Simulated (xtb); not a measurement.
xtb input (GFN2-xTB):

```bash
xtb mol.xyz --gfn 2 --ohess tight --chrg 1 --uhf 0
```
mol.xyz:
```
4

Zr    -0.18854375    -0.50654951    -0.37611951
Cl     2.07889299    -0.18323351    -0.43830387
Cl    -0.69799363    -0.67938953     1.87126833
Cl    -1.12586818     1.39208416    -1.03064115
```

End of the output:

```
   ------------------------------------------------------------------------
    298.15    0.678409E-02    0.103702E-01    0.381514E-01   -0.277812E-01
   ------------------------------------------------------------------------

         :::::::::::::::::::::::::::::::::::::::::::::::::::::
         ::                  THERMODYNAMIC                  ::
         :::::::::::::::::::::::::::::::::::::::::::::::::::::
         :: total free energy         -14.989933206040 Eh   ::
         ::.................................................::
         :: total energy              -14.962151979020 Eh   ::
         :: zero point energy           0.003586101074 Eh   ::
         :: G(RRHO) w/o ZPVE           -0.031367328093 Eh   ::
         :: G(RRHO) contrib.           -0.027781227020 Eh   ::
         :::::::::::::::::::::::::::::::::::::::::::::::::::::

optimized geometry written to: xtbopt.xyz

           -------------------------------------------------
          | TOTAL ENERGY              -14.962151979020 Eh   |
          | TOTAL ENTHALPY            -14.951781785214 Eh   |
          | TOTAL FREE ENERGY         -14.989933206040 Eh   |
          | GRADIENT NORM               0.000030015765 Eh/α |
          | HOMO-LUMO GAP               2.604145604077 eV   |
           -------------------------------------------------

------------------------------------------------------------------------
------------------------------------------------------------------------
 total:
 SCF:
 ANC optimizer:
 analytical hessian:
```

The spin state was set by rule; other spins were not relaxed.
